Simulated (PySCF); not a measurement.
## Electric field gradients and quadrupole coupling constants

C7H16O2Si.
Structure used (PBE0-D3(BJ)/def2-SVP), in Å, numbered top down from 1:
```xyz
26
C7H16O2Si angstrom
C      2.565    1.312    1.364
Si     1.526    0.205    0.273
C      1.605    0.783   -1.507
C      2.044   -1.591    0.413
O     -0.051    0.389    0.865
C     -1.046   -0.568    0.693
C     -2.417    0.053    1.012
C     -3.177   -0.012   -0.317
C     -2.047   -0.195   -1.321
O     -1.116   -1.011   -0.640
H      2.177    2.343    1.350
H      2.551    0.962    2.408
H      3.613    1.338    1.026
H      1.203    1.804   -1.604
H      1.014    0.117   -2.153
H      2.643    0.792   -1.877
H      1.398   -2.226   -0.213
H      1.982   -1.949    1.453
H      3.084   -1.722    0.074
H     -0.818   -1.463    1.300
H     -2.932   -0.483    1.821
H     -2.247    1.087    1.343
H     -3.843   -0.889   -0.344
H     -3.787    0.881   -0.514
H     -2.343   -0.709   -2.247
H     -1.592    0.776   -1.592
```

Field gradients from the PBE0/pcSseg-1 density (PySCF, non-relativistic), principal values in atomic units, ordered |Vxx| ≤ |Vyy| ≤ |Vzz|:

```tsv
atom	Vxx	Vyy	Vzz
O5	-0.4717	-1.1686	1.6403
O10	-0.0350	-1.8443	1.8793
```

Find the asymmetry η = (Vxx − Vyy)/Vzz and the couplings χ = eQV/h (234.96 MHz × Q in barn × V in au), with Q(17O) = −0.0256 b.

| atom | environment | nucleus | η | χzz (MHz) | χxx (MHz) | χyy (MHz) |
| --- | --- | --- | --- | --- | --- | --- |
| O5 | silyl ether oxygen | 17O | 0.42 | -9.87 | 2.84 | 7.03 |
| O10 | cyclic ether oxygen | 17O | 0.96 | -11.30 | 0.21 | 11.09 |

At O10 η is above 0.9: Vyy and Vzz are nearly equal in size and opposite in sign, so a small change could swap them and flip the sign of χzz. 

What is Vzz at O10 in SI units (1 au = 9.71736 × 10²¹ V/m²)?

1.8793 au = 18.262 × 10²¹ V/m².

And the gradient at the other heavy atoms, for which no coupling is worked out here?

| atom | environment | Vzz (au) | η |
| --- | --- | --- | --- |
| C1 | Si-methyl carbon | -0.107 | 0.12 |
| Si2 | oxygen-bound silicon | 0.584 | 0.01 |
| C3 | Si-methyl carbon | -0.107 | 0.23 |
| C4 | Si-methyl carbon | -0.106 | 0.26 |
| C6 | sp3 carbon bearing two oxygens | -0.369 | 0.78 |
| C7 | ring CH2 carbon | -0.081 | 0.92 |
| C8 | ring CH2 carbon | 0.063 | 0.75 |
| C9 | sp3 carbon bound to oxygen | 0.373 | 0.13 |

Were the hydrogens deuterons (Q(2H) = 0.00286 b), χzz would run from 181 kHz (H20 and H26) to 201 kHz (H12, H18, H14, H19 and 4 more).

One conformer (not necessarily the lowest) at the PBE0-D3(BJ)/def2-SVP geometry, without solvent, vibrations or thermal averaging. The basis is small and wasn't made for field gradients, so the couplings can be 20 % off.

The run behind these numbers computed NMR shieldings as well. On an x86-64 server with one thread (shared host), this took 94 s.
